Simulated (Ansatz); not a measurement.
Ideal-gas functions of `C[B]Br` radical at 298.15 K and 1 bar, from an Ansatz frequency run at PBE0-D4/def2-TZVP.

Molar mass 105.75 g/mol, point group C1 (symmetry number 1), electronic degeneracy 2, moments of inertia 8.154, 141.692, 146.76 u Å². Harmonic wavenumbers (cm⁻¹, unscaled): 76, 269, 590, 689, 917, 1077, 1309, 1414, 1442, 3019, 3090, 3133.

Use S(trans) = R[1.5 ln M + 2.5 ln T − 1.1517]; rotational temperatures θ = 24.2544 K / I; S(rot) = R[ln(√π/σ · √(T³/θAθBθC)) + 1.5]; for each mode x = 1.438777 ν̃/T, S = R[x/(eˣ − 1) − ln(1 − e⁻ˣ)] and H = RT x/(eˣ − 1); 1 cm⁻¹ = 0.0119627 kJ/mol; R = 8.31446 J/(mol·K).

Task: By hand: the entropy, in J/(mol·K).

Result: Translation 167.0. Rotation: θ = 2.9745, 0.1712, 0.1653 K, giving 98.6. Vibration, mode by mode: 16.70, 6.71, 1.95, 1.34, 0.55, 0.29, 0.11, 0.07, 0.06, 0.00, 0.00, 0.00, in all 27.8. Electronic 5.8. Sum 299.2 J/(mol·K).

Task: By hand: H − E and G − E in kJ/mol, counted from the electronic energy.

Result: Zero-point energy ½ × 17025 × 0.0119627 = 101.8; thermal vibration 4.3; translation, rotation and pV give 4 RT = 9.9. H − E = 116.0 kJ/mol, and G − E = 116.0 − 298.15 × 299.2/1000 = 26.8 kJ/mol.

Vibration gives 9 % of the entropy, 16.7 J/(mol·K) of it from the mode under 150 cm⁻¹: soft modes count most, and the harmonic formula is weakest for them. The sum counts one conformer and one mirror image; others add a mixing term.
